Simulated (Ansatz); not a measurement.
A nudged elastic band was laid between two geometries of ClH3O3Si + H2O (11 atoms, charge 0, multiplicity 1).

The calculation used RKS BLYP-D4/def2-SVP in Ansatz.

* movable images: 5
* climbing image: yes
* spring: 5.0 eV/Å²
* optimiser: quadratic models (default)
* start path: through a guess of the saddle point
* force threshold: 0.05 eV/Å
* iteration limit: 60
* end points: relaxed

Initial state:

```xyz
11
Properties=species:S:1:pos:R:3
Si -0.279 -0.285 0.072
Cl -0.535 -0.142 2.140
O 1.373 -0.421 -0.133
H 1.674 -0.178 -1.031
O -0.814 1.019 -0.790
H -1.765 1.026 -1.003
O -1.146 -1.606 -0.454
H -1.128 -2.390 0.126
O 1.818 2.124 1.241
H 2.043 1.217 0.945
H 1.267 1.935 2.026
```

Final state:

```xyz
11
Properties=species:S:1:pos:R:3
Si 0.268 0.305 -0.325
Cl -0.625 -0.076 3.228
O 1.433 -0.004 -1.474
H 1.708 -0.939 -1.508
O -0.883 1.362 -0.880
H -1.515 0.984 -1.518
O -0.324 -1.159 0.189
H -0.655 -1.159 1.115
O 0.965 1.158 0.968
H 1.938 1.221 0.919
H 0.200 0.607 2.424
```

Q: What changes between the two ends?

A: Bonds broken: Si1–Cl2, O9–H11. Bonds formed: Si1–O9, Cl2–H11. ClH3O3Si + H2O becomes ClH + H4O4Si.

Q: What energy profile does the band end with?

A: The run converged. The highest image is number 4 of 0 to 6, 0.44 eV above the first end and 0.74 eV above the last; the last end lies 0.29 eV below the first. A vibrational analysis at the climbing image gives one clearly imaginary mode, 77i cm⁻¹: a first-order saddle point. The orbitals stay closed-shell, which can raise the energy where a bond breaks towards radicals; this wasn't checked here.

```
image  path coordinate (Å)  energy (eV)  Si1–Cl2 (Å)  O9–H11 (Å)  Si1–O9 (Å)
    0                 0.00         0.00         2.09        0.98        3.40
    1                 0.91         0.02         2.09        0.98        3.33
    2                 1.83         0.08         2.12        0.98        2.96
    3                 2.74         0.37         2.21        0.98        2.25
    4                 3.66         0.44         2.37        0.99        1.98
    5                 6.01        -0.26         3.55        1.76        1.71
    6                 8.38        -0.29         3.68        1.73        1.70
```

Q: What is the geometry of the highest image?

A: 
```xyz
11
Properties=species:S:1:pos:R:3:forces:R:3
Si 0.078 0.103 -0.021 0.00 0.00 0.00
Cl -1.229 0.284 1.952 0.00 0.00 0.00
O 1.533 0.088 -0.904 0.00 0.00 0.00
H 1.659 -0.777 -1.336 0.00 0.00 0.00
O -0.928 1.068 -0.929 0.00 0.00 0.00
H -1.746 1.283 -0.442 0.00 0.00 0.00
O -0.108 -1.569 0.043 0.00 0.00 0.00
H -0.813 -1.826 0.668 0.00 0.00 0.00
O 1.143 1.331 1.102 0.00 0.00 0.00
H 2.089 1.095 0.970 0.00 0.00 0.00
H 0.833 1.220 2.036 0.00 0.00 0.00
```

Q: What are the harmonic wavenumbers there?

A: 77i, 116, 191, 240, 282, 309, 316, 341, 373, 402, 422, 455, 511, 561, 749, 785, 825, 878, 916, 965, 995, 1388, 3439, 3623, 3679, 3694, 3723 cm⁻¹.

The band took 51 iterations and of the order of 17 core-minutes.

Run time: 4.4 min on 4 threads of Arm Neoverse V2, with other jobs on the host, peak memory 0.17 GiB.
